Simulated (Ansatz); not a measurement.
Program: Ansatz. Geometries: PBE0-D4/def2-TZVP. ΔE: electronic, gas phase. CCSD(T)/CBS adds triple-zeta CCSD(T) − MP2 to the extrapolated MP2 energy (def2 sets, frozen cores). This one scheme is used for every species. DFT in def2-TZVPP. HSE06 is defined as in plane-wave codes. No spin–orbit coupling; open shells (•) take unrestricted orbitals.

Reaction (hydrogen abstraction from the Si–H bond): `F[SiH](F)[SiH3]` + `[SiH3]`• → `F[SiH](F)[SiH2]`• + SiH₄

```tsv
level	ΔE (eV)
PBE-D4	-0.14
HSE06-D4	-0.14
```

(1) What does CCSD(T)/CBS give? (An estimate is asked.)

(2) What do rigid-rotor, harmonic-oscillator terms from PBE0-D4/def2-TZVP frequencies (298.15 K, 1 bar) make of the CCSD(T)/CBS value? (Best estimate.)

Largest T1 diagnostic among the species: 0.015.

Results:

(1) The calculation gave: -0.15 eV. The listed levels differ from it by 0.01, 0.01 eV.

(2) The calculation gave: ΔZPE = +0.02 eV, ΔH = -0.13 eV, ΔS = -9 J/(mol·K), ΔG = -0.10 eV. Open shells count their whole term as degenerate.

Leaving LDA and LC-ωPBE aside and taking each functional with its dispersion term where it has one, the values, not all of them listed here, spread over 0.04 eV, from B97M-V to ωB97X-V.
